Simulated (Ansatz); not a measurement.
`[F][Al-]1([F])[O]C=CC=[O+]1`, relaxed with RKS PBE0-D4/def2-TZVP in the Gaussian-basis code of Ansatz from a PBE-D4/def2-SVP geometry. The force threshold is 0.005 eV/Å; the program also tests the step.

The species carries charge 0 and has multiplicity 1.

Start:

```xyz
11

F    -0.025   -1.796    2.389
Al    0.195   -1.592    0.745
F     0.604   -2.911   -0.197
O     1.394   -0.219    0.443
C     1.110    0.899   -0.120
C    -0.156    1.277   -0.599
C    -1.274    0.430   -0.499
O    -1.278   -0.745    0.019
H     1.958    1.611   -0.225
H    -0.277    2.264   -1.065
H    -2.252    0.782   -0.893
```

| step | energy (eV) | largest force (eV/Å) | largest move (Å) |
| --- | --- | --- | --- |
| 1 | -19280.5220 | 0.805 | 0.000 |
| 2 | -19280.5981 | 0.434 | 0.027 |
| 3 | -19280.6150 | 0.061 | 0.024 |
| 4 | -19280.6152 | 0.040 | 0.004 |
| 5 | -19280.6153 | 0.019 | 0.003 |
| 6 | -19280.6154 | 0.006 | 0.001 |
| 7 | -19280.6154 | 0.003 | 0.002 |

End:

```xyz
11

F    -0.024   -1.769    2.349
Al    0.192   -1.563    0.731
F     0.595   -2.868   -0.187
O     1.371   -0.221    0.436
C     1.095    0.886   -0.119
C    -0.155    1.264   -0.592
C    -1.256    0.423   -0.491
O    -1.254   -0.738    0.019
H     1.930    1.584   -0.220
H    -0.274    2.236   -1.048
H    -2.219    0.767   -0.878
```

Run time 44 s (4 threads of an Arm Neoverse V2 on a shared host); peak host memory 0.92 GiB.
